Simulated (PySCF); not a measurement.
Vertical excitations of a molecule C₂H₇AlFN from TDA-M06-2X/def2-SVPD in PySCF 2.14.0, as energy in eV (oscillator strength): 5.67 (0.031), 6.73 (0.147), 6.86 (0.012), 7.18 (0.009), 7.37 (0.179), 7.61 (0.025), 8.15 (0.029), 8.31 (0.000), 8.54 (0.050), 8.67 (0.002). Lowest triplet (TDA): 5.41 eV. Geometry: B3LYP-D3(BJ)/def2-SVP. One conformer was computed; it need not be the lowest.

Q: Identify the compound among the candidates.
(A) C[N](C)[AlH][F]
(B) C[NH][Al]([CH3])[F]
(C) C[CH2][Al]([NH2])[F]

A: B, C[NH][Al]([CH3])[F]
